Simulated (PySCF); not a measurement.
A structure optimised at B3LYP-D3(BJ)/def2-SVP, used in a PySCF frequency run:

```xyz
11

N      0.4953    -1.8507    -0.9404
Sn     0.0000     0.0000    -0.2465
N      1.3551     1.3543    -0.9404
N     -1.8504     0.4964    -0.9404
Cl     0.0000     0.0000     2.1501
H      0.3964    -2.5727    -0.2256
H      1.4627    -1.8685    -1.2674
H      0.8868     2.2010    -1.2674
H      2.0298     1.6296    -0.2256
H     -2.3495    -0.3325    -1.2674
H     -2.4262     0.9430    -0.2256
```

**Question.** Write its SMILES, formula and point group.

**Answer.** [NH2][Sn]([NH2])([NH2])[Cl], ClH6N3Sn, C3

**Question.** What are its rotational constants (standard atomic weights)?

**Answer.** 2.6355, 1.6349, 1.6349 GHz
